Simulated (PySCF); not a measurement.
**Working out the ionisation energy of Kr²⁺**

Kr²⁺ [Ar] 3d10 4s2 4p4 (3P) → Kr³⁺ [Ar] 3d10 4s2 4p3 (4S). All numbers are calculated (PySCF 2.14, the spin-free X2C one-electron Hamiltonian (Gaussian nucleus), in Sapporo-DKH3-DZP-2012 (6s5p3d1f, 43 functions)). Frozen: [Ar] 3d10. Energies in hartree (1 hartree = 27.21139 eV):

```json
{"part": "UHF", "Kr²⁺ (lower)": "-2786.772480", "Kr³⁺ (upper)": "-2785.507080"}
{"part": "CCSD correlation", "Kr²⁺ (lower)": "-0.093457", "Kr³⁺ (upper)": "-0.076809"}
{"part": "(T)", "Kr²⁺ (lower)": "-0.001037", "Kr³⁺ (upper)": "-0.000694"}
```

Q: What does Hartree-Fock give?

A: (-2785.507080) − (-2786.772480) = 1.265400 hartree = 34.433 eV.

Q: What do CCSD and CCSD(T) give?

A: The CCSD correlation energies differ by 0.016648 hartree = 0.453 eV and the triples by 0.000343 hartree = 0.009 eV, so CCSD gives 34.886 eV and CCSD(T) 34.895 eV.

Reference: 35.838 ± 0.02 eV (measured; NIST Atomic Spectra Database, ionization energies), between the lowest levels; spin-orbit coupling is absent from the calculation.

A double-zeta basis recovers only part of the correlation energy.

What remains against the reference includes basis incompleteness, the frozen core and higher excitations.
